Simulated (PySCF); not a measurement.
GeH3, SMILES [GeH3] (connectivity only; charge and spin as stated), charge +1, multiplicity 1.

Coordinates come from a PBE0-D3(BJ)/def2-TZVPD optimisation. The multiplicity is an assumed one; other spin states were not compared. The isomer is the one that the SMILES or the coordinates give; other isomers of the formula were not compared.

These are r2SCAN/def2-TZVPD (PySCF) values and carry that method's errors.

Symmetry labels are those of the subgroup C2v that the program uses (full group D3h).

Task: List the valence orbital energies around the gap with their symmetry. (Estimate from the structure and the level; the computed values follow.)

Result: 
```csv
orbital,symmetry,energy (eV)
HOMO−7,A1,-39.42
HOMO−6,A2,-39.25
HOMO−5,B2,-39.25
HOMO−4,B1,-38.94
HOMO−3,A1,-38.94
HOMO−2,A1,-21.71
HOMO−1,A1,-16.32
HOMO,B1,-16.32
LUMO,B2,-10.76
LUMO+1,A1,-6.87
LUMO+2,B1,-5.00
LUMO+3,A1,-5.00
```
